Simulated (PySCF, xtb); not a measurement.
Si(H)(Br)(Me)(OH) (CH5BrOSi), SMILES [SiH](Br)(C)O.

GFN2-xTB run with xtb at its own geometry gives an orbital gap of 6.25 eV and a dipole moment of 7.09 D.

Geometry: PBE-D3(BJ)/def2-SVP. This is a generated structure with no PubChem entry under its InChIKey; it may be hypothetical. The values are those of a single conformer.

Problem. What does PySCF with HF/def2-TZVP give? (Estimate from the structure and the level; the computed values follow.)

Solution. gap 14.50 eV (levels -11.22 and 3.28 eV), dipole 2.25 D.
